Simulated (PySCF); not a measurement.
**Computed properties of Be(H)(SiH3) (BeH4Si), SMILES [BeH][SiH3]**

Be(H)(SiH3) (BeH4Si), SMILES [BeH][SiH3]. Coordinates come from a B3LYP-D3(BJ)/def2-TZVP optimisation. The values are those of a single conformer. All values are computed for the isolated molecule unless a solvent is named; none is compared with measurement here.

**Structure.** The optimised structure has C3v symmetry. All 12 harmonic modes at B3LYP-D3(BJ)/def2-TZVP (PySCF) are real, so it is a minimum.

**Vibrations.** The strongest infrared lines (harmonic, unscaled, degenerate partners summed) lie at 2188 cm⁻¹ (236 km/mol, H 99 %), 2135 cm⁻¹ (221 km/mol, H 89 %, Be 11 %), 887 cm⁻¹ (162 km/mol, H 91 %, Si 9 %). The softest mode is at 363 cm⁻¹ and the zero-point energy is 19.9 kcal/mol.

**Electronic structure.** M06-2X/def2-TZVPD (PySCF) places the frontier levels at -8.88 and -0.73 eV, a gap of 8.15 eV, and gives a dipole moment of 0.44 D and a mean polarisability of 49.6 bohr³. PBE/def2-TZVPD (PySCF) at the same geometry gives -6.76 and -2.23 eV, so its gap is 3.62 eV narrower. An orbital gap is neither the optical nor the fundamental gap.

**Excitations.** TDDFT-PBE0/def2-TZVPD (PySCF) has S1 at 5.05 eV (245 nm, f = 0.025, weak); the most intense of the 10 singlets computed lies at 7.12 eV (f = 0.26). Strengths of degenerate partners are summed. T1 (TDA) is at 4.10 eV. No vertical singlet excitation falls in the visible range (under 3.1 eV).

**NMR.** GIAO shifts at KT2/pcSseg-2 (PySCF) (non-relativistic, atoms alike by connectivity averaged): ¹H from 3.0 to 3.7 ppm against TMS; ²⁹Si at -147.7 ppm against TMS.
